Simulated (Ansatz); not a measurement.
Reaction (atomization): `N[Si](Cl)(Cl)Cl` → 3 Cl• + 2 H• + N• + Si•

Gas-phase electronic energies from Ansatz, PBE0-D4/def2-TZVP geometries. CCSD(T)/CBS is the MP2 limit (def2-TZVPP, def2-QZVPP) plus CCSD(T) − MP2 in def2-TZVPP, frozen cores. This one scheme is used for every species, atoms too. For atomizations the MP2-based limit and the directly extrapolated one differ by several kJ/mol either way, and by 10 to 25 for some Ge, Se and Sn compounds, so smaller differences from it don't rank the levels. DFT in def2-TZVPP. No spin–orbit coupling; open shells (•) take unrestricted orbitals. Spin–orbit coupling would lower the free atoms: a little for Cl, Si. One conformer a species, not always the lowest.

`N[Si](Cl)(Cl)Cl`:

```xyz
7

N     1.016    0.469    0.085
Si   -0.481   -0.276   -0.101
Cl   -1.927    0.323    1.212
Cl   -1.170    0.138   -1.967
Cl   -0.235   -2.275    0.165
H     1.632    0.207    0.837
H     1.165    1.413   -0.231
```

CCSD(T)/CBS gives +572.9 kcal/mol.

Problem. Another level gave +569.6 kcal/mol. Which?
A. HF/def2-TZVPP
B. LDA (SPW92)/def2-TZVPP
C. r2SCAN/def2-TZVPP
D. r2SCANh-D4/def2-TZVPP

Solution. D. r2SCANh-D4 569.6, LDA (SPW92) 656.2, r2SCAN 572.4, HF/def2-TZVPP 403.6 kcal/mol.

Largest T1 diagnostic among the species: 0.012.

From PBE to PBE0 (25 % exact exchange), in def2-TZVPP and without D4, ΔE moves by −8.7 kcal/mol: exact exchange takes away binding that semilocal exchange gives to molecules. In def2-TZVPP, CCSD(T) changes the Hartree–Fock value by +145.8 kcal/mol (the triples alone add +11.6 kcal/mol) and MP2 by +166.8 kcal/mol; breaking electron pairs costs correlation energy, which Hartree–Fock lacks.
